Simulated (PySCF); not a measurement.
CH₃F₃Si, SMILES F[SiH2]C(F)F. Heavy atoms are numbered as in [F:1][SiH2:2][CH:3]([F:4])[F:5]. Hydrogens are named by the atom that carries them.

The structure is a stationary point at PBE-D3(BJ)/def2-SVP. The values are those of a single conformer.

These are PBE/pcSseg-1 run with PySCF values and carry that method's errors.

GIAO shieldings, no solvent; atoms alike by connectivity are averaged. δ = σ(ref) − σ: ¹⁹F against CFCl3 (σ = 133.6 ppm); ²⁹Si against TMS (σ = 335.4 ppm); ¹³C against TMS (σ = 182.0 ppm); ¹H against TMS (σ = 31.49 ppm), references at their B3LYP-D3(BJ)/def2-TZVP geometries, non-relativistic.

```tsv
atoms	nucleus	count	δ (ppm)
F4	¹⁹F	2	___
F1	¹⁹F	1	___
Si2 (SiH2)	²⁹Si	1	-5.2
C3 (CH)	¹³C	1	___
H on C3	¹H	1	6.71
H on Si2	¹H	2	5.71
```

Question: Some entries are withheld; supply them. (Estimate from the structure and the level; the computed values follow.)

Answer: 
- F4, δ (ppm): -166.6
- C3 (CH), δ (ppm): 134.7
- F1, δ (ppm): -265.0
